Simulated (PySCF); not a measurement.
Isomers of C6H13NSi. The calculation used PBE0-D3(BJ)/def2-SVP geometry optimisation, gas phase in PySCF 2.14.0. Energies are electronic, without zero-point or thermal terms, for one conformer each. No frequencies were run at this level. Point groups hold within 0.08 Å.

**Question.** Rank from lowest to highest electronic energy at this level (kJ/mol).
A. `[CH2:1]=[CH:2][CH2:3][N:4]1[CH2:5][CH2:6][CH2:7][SiH2:8]1` with C1–C2–C3–N4 -124°, C2–C3–N4–C5 68°, C3–N4–C5–C6 -169°, N4–C5–C6–C7 -40°, C5–C6–C7–Si8 38°, C6–C7–Si8–N4 -22°
B. `[CH2:1]=[C:2]([CH3:3])[C@H:4]1[CH2:5][NH:6][SiH2:7][CH2:8]1` with C1–C2–C4–C5 -22°, C2–C4–C5–N6 82°, C4–C5–N6–Si7 24°, C5–N6–Si7–C8 -1°, N6–Si7–C8–C4 -21°

**Answer.** B (0.0), A (28.9).

As drawn, the lower has an N–H bond, which the higher lacks.

| SMILES | E (Eh) | E rel (kJ/mol) | dipole (D) | point group | A, B, C (MHz) |
| --- | --- | --- | --- | --- | --- |
| C=C(C)[C@H]1CN[SiH2]C1 | -579.95320 | 0.0 | 0.98 | C1 | 2808, 1276, 1182 |
| C=CCN1CCC[SiH2]1 | -579.94217 | 28.9 | 0.71 | C1 | 3510, 1014, 849.6 |

**Question.** How do the relative energies change in single points at PBE0/pcSseg-1 (no added dispersion term) on the same geometries?

**Answer.** 
```json
{"SMILES": "C=C(C)[C@H]1CN[SiH2]C1", "PBE0-D3(BJ)/def2-SVP (kJ/mol)": "0.0", "PBE0/pcSseg-1 (kJ/mol)": "0.0", "shift": "0.0"}
{"SMILES": "C=CCN1CCC[SiH2]1", "PBE0-D3(BJ)/def2-SVP (kJ/mol)": "28.9", "PBE0/pcSseg-1 (kJ/mol)": "25.8", "shift": "-3.1"}
```

Each column counts from its own lowest isomer. The order is unchanged; the largest shift is 3.1 kJ/mol.
